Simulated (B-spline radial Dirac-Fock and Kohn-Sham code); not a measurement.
What relativity does to the binding energies of Dy²⁺

System: dysprosium as Dy²⁺, configuration 1s2 2s2 2p6 3s2 3p6 3d10 4s2 4p6 4d10 4f10 5s2 5p6.

Both columns are ΔSCF binding energies of the configuration average from a radial B-spline solver: non-relativistic Hartree-Fock with a point nucleus, and Dirac-Fock with a finite nucleus and the Coulomb interaction alone, averaged over the two j levels with weights 2j+1.

```
shell  Hartree-Fock (eV)  Dirac-Fock (eV)  shift (eV)  shift (%)
   1s            50622.2          54041.8    +3419.55      +6.76
   2s             8210.8           9097.9     +887.19     +10.81
   2p             7806.0           8092.2     +286.24      +3.67
   3s             1860.1           2072.3     +212.23     +11.41
   3p             1677.9           1754.9      +77.04      +4.59
   3d             1341.8           1328.7      -13.13      -0.98
   4s              389.4            439.9      +50.54     +12.98
   4p              315.9            333.2      +17.29      +5.47
   4d              184.0            181.2       -2.82      -1.53
   4f              25.11            20.65       -4.46     -17.76
   5s              64.65            71.97       +7.32     +11.32
   5p              42.78            44.36       +1.57      +3.68
```

Relativity binds 1s, 2s, 2p, 3s, 3p, 4s, 4p, 5s, 5p more strongly, among those listed most of all 4s in relative terms, and 3d, 4d, 4f more weakly, because the contracted s and p shells screen the nucleus better.

Values without a named source are computed, but for edge energies of neutral atoms, which are taken from tables.
